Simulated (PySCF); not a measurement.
## Spin-rotation constants: SMILES FC1(F)C[SiH2]OCO1, C₃H₆F₂O₂Si

Geometry:
| atom | x (Å) | y (Å) | z (Å) |
| --- | --- | --- | --- |
| F1 | -0.025 | -0.951 | -1.663 |
| C2 | -0.678 | -0.961 | -0.455 |
| F3 | -1.623 | -1.924 | -0.594 |
| C4 | -1.297 | 0.390 | -0.198 |
| Si5 | 0.172 | 1.565 | 0.132 |
| O6 | 1.279 | 0.608 | 0.857 |
| C7 | 1.402 | -0.745 | 0.607 |
| O8 | 0.171 | -1.413 | 0.525 |
| H9 | -1.943 | 0.284 | 0.672 |
| H10 | -1.915 | 0.653 | -1.053 |
| H11 | -0.108 | 2.547 | 1.163 |
| H12 | 0.668 | 2.061 | -1.151 |
| H13 | 1.980 | -0.903 | -0.316 |
| H14 | 1.915 | -1.210 | 1.454 |

Method used: PySCF 2.14.0, GIAO PBE/pcSseg-1 magnetisability, rotational g tensor and spin-rotation constants, non-relativistic, gas phase. Geometry: GFN2-xTB.

(1) Give the nuclear spin-rotation constants along the inertial axes (H = +C I·J) beside the isotropic shieldings.

(2) How do the rotational constants and the g tensor change when H9, H10, H11, H12, H13, H14 are replaced by deuterium?

Answers

(1) Rotational constants 2.9261, 1.5507, 1.2770 GHz. A star marks the isotopologue with that one atom substituted, in its own axes.
| atom | isotope | Caa (kHz) | Cbb (kHz) | Ccc (kHz) | mean (kHz) | σ (ppm) |
| --- | --- | --- | --- | --- | --- | --- |
| F1 | 19F | 3.683 | 2.454 | 1.315 | 2.484 | 246.1 |
| F3 | 19F | 2.936 | 2.922 | 2.032 | 2.630 | 210.8 |
| H9 | 1H | -0.330 | -0.179 | 0.036 | -0.157 | 29.8 |
| H10 | 1H | -0.264 | -0.001 | -0.143 | -0.136 | 30.0 |
| H11 | 1H | -0.042 | -0.131 | -0.034 | -0.069 | 26.4 |
| H12 | 1H | -0.244 | -0.126 | 0.057 | -0.105 | 26.1 |
| H13 | 1H | -0.307 | -0.116 | 0.083 | -0.114 | 25.6 |
| H14 | 1H | -0.304 | 0.061 | -0.076 | -0.106 | 26.0 |
| C2 | 13C* | 0.997 | 0.509 | 0.396 | 0.634 | 44.5 |
| C4 | 13C* | 0.494 | 0.221 | 0.200 | 0.305 | 159.4 |
| Si5 | 29Si* | -1.950 | -0.874 | -0.816 | -1.213 | 355.8 |
| O6 | 17O* | -0.197 | -0.262 | -0.074 | -0.177 | 276.8 |
| C7 | 13C* | 0.672 | 0.419 | 0.357 | 0.483 | 88.9 |
| O8 | 17O* | -0.594 | -0.283 | -0.215 | -0.364 | 171.0 |

For the geometry as given, no vibrational averaging.

(2) Constants 2.5363, 1.4681, 1.1836 GHz; g -0.0301, -0.0221, -0.0177, against -0.0348, -0.0232, -0.0191 before.
